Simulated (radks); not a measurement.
Results of a calculation; reference values are marked as such.
Ionisation of neutral argon, [Ar], to [Ne] 3s2 3p5 as the strength of local exchange is varied. Code: a radial shooting solver on a logarithmic mesh with Libxc functionals. Model: non-relativistic Kohn-Sham, Slater X-alpha exchange (alpha = 2/3 is LDA exchange), no correlation, spin-unpolarised, spherical densities, point nucleus.

alpha  E(Ar) (hartree)  exchange (hartree)  IE (eV)  -e of the level emptied (eV)  <r> of it (bohr)
0.561       -520.13130           -23.20055   13.306                    7.772 (3p)             1.725
0.608       -522.07823           -25.22726   13.956                    8.346 (3p)             1.705
0.667       -524.53131           -27.78941   14.792                    9.087 (3p)             1.682
0.767       -528.71212           -32.17770   16.257                   10.399 (3p)             1.643
0.834       -531.52943           -35.14991   17.273                   11.316 (3p)             1.619
0.915       -534.95273           -38.77746   18.536                   12.464 (3p)             1.591
0.944       -536.18296           -40.08531   18.997                   12.886 (3p)             1.582
0.99        -538.13931           -42.16968   19.740                   13.565 (3p)             1.567

NIST Atomic Spectra Database: 15.760 eV (measured). The Delta-SCF value meets it near alpha = 0.73. Spin polarisation and multiplet splitting are left out, so open shells lie too high by an amount that depends on their filling.

Beside tabulated values, note that spin-unpolarised runs miss the spin-polarisation part of the exchange energy of open shells.
